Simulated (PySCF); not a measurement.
## Heteronuclear NMR

Molfile (atoms numbered from 1):
```
C5H9F3OSi
     RDKit          3D

 19 19  0  0  0  0  0  0  0  0999 V2000
   -1.2331   -1.4988    0.4905 C   0  0  0  0  0  0  0  0  0  0  0  0
   -0.6969   -0.0797    0.5975 C   0  0  2  0  0  0  0  0  0  0  0  0
   -1.7970    1.3973    0.0462 Si  0  0  0  0  0  4  0  0  0  0  0  0
   -0.1410    1.6957   -0.8616 C   0  0  0  0  0  0  0  0  0  0  0  0
    0.3570    0.3053   -0.4579 C   0  0  1  0  0  0  0  0  0  0  0  0
    1.7127    0.4134    0.0513 O   0  0  0  0  0  0  0  0  0  0  0  0
    2.4193   -0.6829    0.1108 C   0  0  0  0  0  0  0  0  0  0  0  0
    2.5284   -1.3405   -1.0637 F   0  0  0  0  0  0  0  0  0  0  0  0
    3.6601   -0.4011    0.5037 F   0  0  0  0  0  0  0  0  0  0  0  0
    1.9534   -1.6105    0.9755 F   0  0  0  0  0  0  0  0  0  0  0  0
   -1.6464   -1.6773   -0.5006 H   0  0  0  0  0  0  0  0  0  0  0  0
   -0.4504   -2.2327    0.6745 H   0  0  0  0  0  0  0  0  0  0  0  0
   -2.0227   -1.6544    1.2220 H   0  0  0  0  0  0  0  0  0  0  0  0
   -0.2706    0.0689    1.5915 H   0  0  0  0  0  0  0  0  0  0  0  0
   -2.1941    2.3672    1.0606 H   0  0  0  0  0  0  0  0  0  0  0  0
   -2.9023    1.0077   -0.8276 H   0  0  0  0  0  0  0  0  0  0  0  0
    0.4807    2.4521   -0.3895 H   0  0  0  0  0  0  0  0  0  0  0  0
   -0.1252    1.8742   -1.9326 H   0  0  0  0  0  0  0  0  0  0  0  0
    0.3585   -0.3943   -1.2979 H   0  0  0  0  0  0  0  0  0  0  0  0
  1  2  1  0
  2  3  1  0
  3  4  1  0
  4  5  1  0
  5  6  1  0
  6  7  1  0
  7  8  1  0
  7  9  1  0
  7 10  1  0
  5  2  1  0
  1 11  1  0
  1 12  1  0
  1 13  1  0
  2 14  1  1
  3 15  1  0
  3 16  1  0
  4 17  1  0
  4 18  1  0
  5 19  1  6
M  END
```

PySCF calculation with coordinates at the GFN2-xTB level and NMR shieldings at PBE0/pcSseg-1/GIAO; fast rotation and ring inversion assumed for equivalent nuclei, no solvent model, single conformer, relativity neglected.

Task: Where does $^{19}$F resonate?

Result: 
```json
{"atoms": "F8/F9/F10", "environment": "fluorine of an OCF3 group", "σ (ppm)": "243.5", "δ (ppm)": "-59.0"}
```

Shieldings were converted by a linear fit to measured shifts: $^{19}$F: δ = 146.13 − 0.903σ +14.6 on sp3 carbon (rms 6.0 ppm, 223 shifts, 7.0 ppm with the 5 outliers that the fit left out vs CFCl3, solution or neat liquid). A few per cent of atoms miss by over 2 rms, more outside the fitted compound classes.

On a 500 MHz spectrometer $^{19}$F resonates near 470.5 MHz, so 1 ppm is 470.5 Hz.

Task: What are the $^{29}$Si shifts?

Result: 
| atoms | environment | σ (ppm) | δ (ppm) |
| --- | --- | --- | --- |
| Si3 | silicon bonded to 2 C, 2 H, in a 4-membered ring | 400.0 | -48.8 |

Shieldings were converted by a linear fit to measured shifts: $^{29}$Si (scatter 8.9 ppm rms, 25.8 ppm with the 6 outliers that the fit left out vs TMS, solution or neat liquid). Occasional misses reach two or three times the rms, and more in compound classes unlike the fitted ones.

On a 400 MHz spectrometer $^{29}$Si resonates near 79.5 MHz, so 1 ppm is 79.5 Hz.

Task: Predict the $^{17}$O NMR data.

Result: 
```json
{"atoms": "O6", "environment": "ether oxygen", "σ (ppm)": "182.5", "δ (ppm)": "100.4"}
```

Shieldings were converted by a linear fit to measured shifts: $^{17}$O (scatter 10.7 ppm rms, 12.2 ppm with the 3 outliers that the fit left out vs liquid water, solution or neat liquid). A few per cent of atoms miss by over 2 rms, more outside the fitted compound classes.

On a 600 MHz spectrometer $^{17}$O resonates near 81.3 MHz, so 1 ppm is 81.3 Hz.
